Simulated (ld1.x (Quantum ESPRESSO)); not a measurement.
## Transferability test, TM potential for rhenium (Re)

ld1.x (Quantum ESPRESSO) 7.5 input, shortened:

```
&input
   title='Re', zed=75., rel=2, dft='PW91', iswitch=3,
   config='[Xe] 4f14 5d4 6s0 6p0', rel_dist='average'
 /
 &inputp
   pseudotype=2, tm=.true., lloc=0,
   nlcc=.false.
 /
3
5P  2  1   6.00   0.00  1.40  1.40  0.0
5D  3  2   4.00   0.00  2.25  2.25  0.0
5S  1  0   2.00   0.00  1.20  1.20  0.0
 &test
   configts(1)='5s2 5p6 5d4 6s0 6p0'
 /
```

Open shells are filled in proportion to 2j + 1 (rel_dist='average').

Energies are relative to the spin-unpolarised reference configuration 5s2 5p6 5d4 6s0 6p0; without spin polarisation the order of configurations can differ from experiment.

| valence configuration | charge | ΔE all-electron (eV) | error AE − PS (meV) |
| --- | --- | --- | --- |
| 5s2 5p6 5d5 6s2 6p0 | 0 | -52.920 | +368 |
| 5s2 5p6 5d5 6s1 6p0 | +1 | -43.598 | +222 |
| 5s2 5p6 5d5 6s0 6p0 | +2 | -27.199 | +1.6 |
| 5s2 5p6 5d5.5 6s1.5 6p0 | 0 | -52.539 | +262 |
| 5s2 5p6 5d4 6s2 6p1 | 0 | -47.896 | +544 |

Question: What are ΔE and the potential's error for 5s2 5p6 5d6 6s1 6p0?

Answer: ΔE = -51.980 eV all-electron; the error (AE − PS) is +169 meV.

Question: What are ΔE and the potential's error for 5s2 5p6 5d5 6s0 6p1?

Answer: ΔE = -37.823 eV all-electron; the error (AE − PS) is +119 meV.

Levels in the configuration 5s2 5p6 5d5 6s0 6p1:

```
   level  all-electron (eV)  pseudo (eV)
5s j=1/2            -94.423      -94.290
5p j=1/2            -64.320      -64.198
5p j=3/2            -53.325      -53.216
5d j=3/2            -14.907      -14.839
5d j=5/2            -13.955      -13.890
6p j=1/2             -8.437       -8.679
6p j=3/2             -7.512       -7.516
```

ld1.x printed “convergence not achieved” for 7 of the counted tests; their residual had stalled under 1e-8, short of the target of 1e-14.

A Bessel basis up to 400 Ry misses an occupied level by 0.05 Ry, so cutoffs and ghosts were not judged.
